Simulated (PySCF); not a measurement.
C₇H₈, charge +1, multiplicity 2. Atoms are numbered in the order given.

```xyz
15

C     -2.3945    -0.1088     0.0192
C     -0.9243    -0.0409     0.0222
C     -0.1336    -1.2374     0.2104
C      1.2463    -1.1728     0.1938
C      1.8911     0.0859    -0.0176
C      1.1311     1.2814    -0.2090
C     -0.2489     1.2210    -0.1931
H     -2.8722     0.8408     0.3335
H     -2.7922    -0.9753     0.5830
H     -2.7306    -0.2641    -1.0429
H     -0.6505    -2.1957     0.3717
H      1.8543    -2.0776     0.3410
H      2.9917     0.1345    -0.0363
H      1.6513     2.2377    -0.3672
H     -0.8539     2.1290    -0.3383
```
Charge +1, spin multiplicity 2.

Geometry optimised at PBE-D3(BJ)/def2-SVP. The multiplicity is an assumed one; other spin states were not compared.

Method: PBE-D3(BJ)/def2-SVP (PySCF 2.14.0).

No scaling factor is applied to the harmonic values.

A small imaginary wavenumber (i) marks a very flat motion, where grid noise or a shallow saddle decides the sign.

```json
[
 {"mode": "1", "ν (cm⁻¹)": "29i", "IR (km/mol)": "5.5", "moving atoms (share of kinetic energy)": "H 96 %"},
 {"mode": "2", "ν (cm⁻¹)": "145", "IR (km/mol)": "2.0", "moving atoms (share of kinetic energy)": "C 73 %, H 27 %"},
 {"mode": "3", "ν (cm⁻¹)": "338", "IR (km/mol)": "0.4", "moving atoms (share of kinetic energy)": "C 68 %, H 32 %"},
 {"mode": "4", "ν (cm⁻¹)": "348", "IR (km/mol)": "0.0", "moving atoms (share of kinetic energy)": "C 66 %, H 34 %"},
 {"mode": "5", "ν (cm⁻¹)": "367", "IR (km/mol)": "0.0", "moving atoms (share of kinetic energy)": "C 61 %, H 39 %"},
 {"mode": "6", "ν (cm⁻¹)": "503", "IR (km/mol)": "0.9", "moving atoms (share of kinetic energy)": "C 86 %, H 14 %"},
 {"mode": "7", "ν (cm⁻¹)": "507", "IR (km/mol)": "0.7", "moving atoms (share of kinetic energy)": "C 93 %"},
 {"mode": "8", "ν (cm⁻¹)": "555", "IR (km/mol)": "25.8", "moving atoms (share of kinetic energy)": "H 56 %, C 44 %"},
 {"mode": "9", "ν (cm⁻¹)": "711", "IR (km/mol)": "27.9", "moving atoms (share of kinetic energy)": "H 79 %, C 21 %"},
 {"mode": "10", "ν (cm⁻¹)": "765", "IR (km/mol)": "0.1", "moving atoms (share of kinetic energy)": "H 79 %, C 21 %"},
 {"mode": "11", "ν (cm⁻¹)": "772", "IR (km/mol)": "3.7", "moving atoms (share of kinetic energy)": "C 82 %, H 18 %"},
 {"mode": "12", "ν (cm⁻¹)": "890", "IR (km/mol)": "15.2", "moving atoms (share of kinetic energy)": "H 55 %, C 45 %"},
 {"mode": "13", "ν (cm⁻¹)": "935", "IR (km/mol)": "1.6", "moving atoms (share of kinetic energy)": "H 66 %, C 34 %"},
 {"mode": "14", "ν (cm⁻¹)": "951", "IR (km/mol)": "22.8", "moving atoms (share of kinetic energy)": "H 55 %, C 45 %"},
 {"mode": "15", "ν (cm⁻¹)": "968", "IR (km/mol)": "0.6", "moving atoms (share of kinetic energy)": "C 87 %, H 13 %"},
 {"mode": "16", "ν (cm⁻¹)": "976", "IR (km/mol)": "16.1", "moving atoms (share of kinetic energy)": "C 65 %, H 35 %"},
 {"mode": "17", "ν (cm⁻¹)": "986", "IR (km/mol)": "0.0", "moving atoms (share of kinetic energy)": "H 70 %, C 30 %"},
 {"mode": "18", "ν (cm⁻¹)": "1003", "IR (km/mol)": "0.3", "moving atoms (share of kinetic energy)": "H 67 %, C 33 %"},
 {"mode": "19", "ν (cm⁻¹)": "1067", "IR (km/mol)": "14.3", "moving atoms (share of kinetic energy)": "H 63 %, C 37 %"},
 {"mode": "20", "ν (cm⁻¹)": "1120", "IR (km/mol)": "1.2", "moving atoms (share of kinetic energy)": "H 79 %, C 21 %"},
 {"mode": "21", "ν (cm⁻¹)": "1167", "IR (km/mol)": "0.3", "moving atoms (share of kinetic energy)": "H 91 %, C 9 %"},
 {"mode": "22", "ν (cm⁻¹)": "1232", "IR (km/mol)": "20.8", "moving atoms (share of kinetic energy)": "H 65 %, C 35 %"},
 {"mode": "23", "ν (cm⁻¹)": "1243", "IR (km/mol)": "7.6", "moving atoms (share of kinetic energy)": "H 63 %, C 37 %"},
 {"mode": "24", "ν (cm⁻¹)": "1264", "IR (km/mol)": "144.7", "moving atoms (share of kinetic energy)": "H 56 %, C 44 %"},
 {"mode": "25", "ν (cm⁻¹)": "1313", "IR (km/mol)": "14.7", "moving atoms (share of kinetic energy)": "H 88 %, C 12 %"},
 {"mode": "26", "ν (cm⁻¹)": "1349", "IR (km/mol)": "5.0", "moving atoms (share of kinetic energy)": "H 55 %, C 45 %"},
 {"mode": "27", "ν (cm⁻¹)": "1402", "IR (km/mol)": "25.7", "moving atoms (share of kinetic energy)": "H 76 %, C 24 %"},
 {"mode": "28", "ν (cm⁻¹)": "1404", "IR (km/mol)": "9.6", "moving atoms (share of kinetic energy)": "C 77 %, H 23 %"},
 {"mode": "29", "ν (cm⁻¹)": "1430", "IR (km/mol)": "143.6", "moving atoms (share of kinetic energy)": "C 56 %, H 44 %"},
 {"mode": "30", "ν (cm⁻¹)": "1495", "IR (km/mol)": "44.1", "moving atoms (share of kinetic energy)": "C 78 %, H 22 %"},
 {"mode": "31", "ν (cm⁻¹)": "1642", "IR (km/mol)": "0.0", "moving atoms (share of kinetic energy)": "C 92 %, H 8 %"},
 {"mode": "32", "ν (cm⁻¹)": "2871", "IR (km/mol)": "161.5", "moving atoms (share of kinetic energy)": "H 94 %"},
 {"mode": "33", "ν (cm⁻¹)": "3016", "IR (km/mol)": "7.6", "moving atoms (share of kinetic energy)": "H 94 %"},
 {"mode": "34", "ν (cm⁻¹)": "3093", "IR (km/mol)": "3.5", "moving atoms (share of kinetic energy)": "H 90 %, C 10 %"},
 {"mode": "35", "ν (cm⁻¹)": "3135", "IR (km/mol)": "0.2", "moving atoms (share of kinetic energy)": "H 92 %, C 8 %"},
 {"mode": "36", "ν (cm⁻¹)": "3138", "IR (km/mol)": "1.9", "moving atoms (share of kinetic energy)": "H 92 %, C 8 %"},
 {"mode": "37", "ν (cm⁻¹)": "3140", "IR (km/mol)": "4.0", "moving atoms (share of kinetic energy)": "H 91 %, C 9 %"},
 {"mode": "38", "ν (cm⁻¹)": "3153", "IR (km/mol)": "14.0", "moving atoms (share of kinetic energy)": "H 91 %, C 9 %"},
 {"mode": "39", "ν (cm⁻¹)": "3156", "IR (km/mol)": "4.0", "moving atoms (share of kinetic energy)": "H 91 %, C 9 %"}
]
```
